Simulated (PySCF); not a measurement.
**Two-dimensional NMR puzzle**

Compound of formula C₇H₅F₃O. Correlations simulated from computed shifts and the bond graph:

HSQC (one-bond C–H):
```
  δH     δC
6.51  134.6
5.29  102.1
5.26  102.1
5.22  101.1
5.18  101.1
```

COSY cross peaks (H two or three bonds apart, from the bond graph; peaks can be absent where the dihedral angle is near 90°):
```
  δH    δH
5.29  5.26
5.22  5.18
```

HMBC (two and three bonds, from the bond graph):
```
  δH                          δC
6.51  163.8, 151.7, 147.3, 101.1
5.29         163.8, 151.7, 147.3
5.26         163.8, 151.7, 147.3
5.22         151.7, 147.3, 134.6
5.18         151.7, 147.3, 134.6
```

Carbons without hydrogens: δ 163.8, 151.7, 147.3, 130.1.

Theoretical values (PySCF): σ from GIAO-PBE0/pcSseg-1, geometry: GFN2-xTB. Isolated molecule, non-relativistic, single conformer, averaged over atoms made equivalent by symmetry, fast rotation or ring inversion.

Chemical shifts δ = σref − σ; TMS for $^{1}$H (σref 31.72), $^{13}$C (σref 186.93), all at this level.

Exchangeable hydrogens are left out of these lists.

**Question.** Work out the connectivity.

**Answer.** `FC(OC1=CC(=C)C1=C)(F)F`.

Structure with atom numbers: `[CH2:1]=[C:2]1[CH:3]=[C:4]([O:5][C:6]([F:7])([F:8])[F:9])[C:10]1=[CH2:11]`; H(Xn) means a hydrogen on atom n. Ha(C11) is cis to C2; Ha(C1) is cis to C3; Hb(C11) is trans to C2; Hb(C1) is trans to C3.

- δC 163.8 is C4, an alkene carbon bearing oxygen.
- δC 151.7 is C10, a fully substituted alkene carbon.
- δC 147.3 is C2, a fully substituted alkene carbon.
- δC 134.6 is C3, a β carbon of an enol-ether or enamine type C=C (δH 6.51).
- δC 130.1 is C6, a CF3 carbon.
- δC 102.1 is C11, a terminal =CH2 carbon (δH 5.29, 5.26).
- δC 101.1 is C1, a terminal =CH2 carbon (δH 5.22, 5.18).
- HMBC from δH 6.51 reaches the proton-free carbons C4, C10, C2.
- HMBC from δH 5.29 reaches the proton-free carbons C4, C10, C2.
- HMBC from δH 5.26 reaches the proton-free carbons C4, C10, C2.
- HMBC from δH 5.22 reaches the proton-free carbons C10, C2.
- COSY links 5.29–5.26, 5.22–5.18.

The shifts were computed for this structure.

Shifts are as computed. Against solution values, carbons near 30 ppm lie about +3 ppm off and those near 130 ppm about +5 ppm. Of 1211 compounds with measured shifts, 218 miss one by over three times the rms of a fit or turn the order of signals round; such compounds aren't used in these exercises.
